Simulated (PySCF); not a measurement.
Electron affinity of Nd by level of theory

Nd⁻ [Xe] 4f4 6s2 6p1 [4f5/2^4 6p1/2^1, M_J = 9/2] → Nd [Xe] 4f4 6s2 [4f5/2^4, M_J = 4], as a difference of total energies. All numbers are calculated (PySCF 2.14, the two-component X2C-1e Hamiltonian, in x2c-SVPall-2c with one added diffuse shell each of s, p, d, f type (8s11p10d4f1g, 128 functions)). Correlated levels: [Ar] 3d10 frozen; the 16 highest virtual spinors dropped. "Screened" scales the spin-orbit matrix elements by Boettger's factors to mimic the two-electron term; Breit and QED terms are absent.

```
                    method  electron affinity (eV)
           GHF (spin-free)                  -0.207
          GMP2 (spin-free)                  -0.156
 GHF (screened spin-orbit)                  -0.187
GMP2 (screened spin-orbit)                  -0.140
```

The configuration of this anion was assumed by filling the next shell in order. It is not the known or likely ground configuration (Ca⁻, Sr⁻ and Ba⁻, for instance, bind a p electron), so these values are not the electron affinity of the element.

The labels give the starting determinants; with spin-orbit coupling the two ends relaxed to ⟨J²⟩ = 29.77, ⟨L²⟩ = 55.95, ⟨S²⟩ = 8.77 and ⟨J²⟩ = 23.43, ⟨L²⟩ = 41.88, ⟨S²⟩ = 6.00.

A negative affinity means that the anion lies above the atom at that level of theory.

The determinant of Nd⁻ and of Nd mixes levels of different J (the jj label is only the starting occupation), so the difference between spin-free and spin-orbit rows is not the physical spin-orbit shift.
